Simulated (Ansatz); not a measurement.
The C2–H3 bond of CH5NSi (SMILES C[Si]N) is stretched (multiplicity 1, the rest rigid).
Geometry at rest (charge 0, multiplicity 1):
```xyz
8

Si    -0.2770    -0.0299     0.6534
C      0.5814     1.3396    -0.3708
H      0.1332     2.3155    -0.1673
H      0.5786     1.1721    -1.4515
H      1.6258     1.4080    -0.0421
N     -0.2193    -1.2951    -0.5031
H      0.1577    -1.2308    -1.4393
H     -0.5711    -2.2185    -0.3004
```

Correlated levels freeze the cores.

The values were computed with Ansatz (a first-principles code) with Gaussian orbitals. Values without a source in brackets are computed.

Energies above the point at 1.093 Å (the B3LYP-D3(BJ) bond length), FIC-MRCISD+Q on CASSCF(2,2)/cc-pV(T+d)Z (kcal/mol): 5.61 at 0.984 Å; 3.68 at 1.202 Å; 112.43 at 3.498 Å.

Task: Take the last value as the depth D of a Morse curve D(1 − e^(−a(R − R₀)))², fit a and R₀ to the two near points, and test it at 1.476 and 1.913 Å.

Result: 
With D = 112.4, both near points (counted from the curve's value at 1.093 Å) are met by a = 1.84 Å⁻¹ and R₀ = 1.094 Å, so k = 2Da² = 758 kcal/(mol Å²). The curve then gives 28.6 and 68.0 kcal/mol; the level itself gives 28.5 and 70.1, so Morse is off by 0.1 and -2.1.
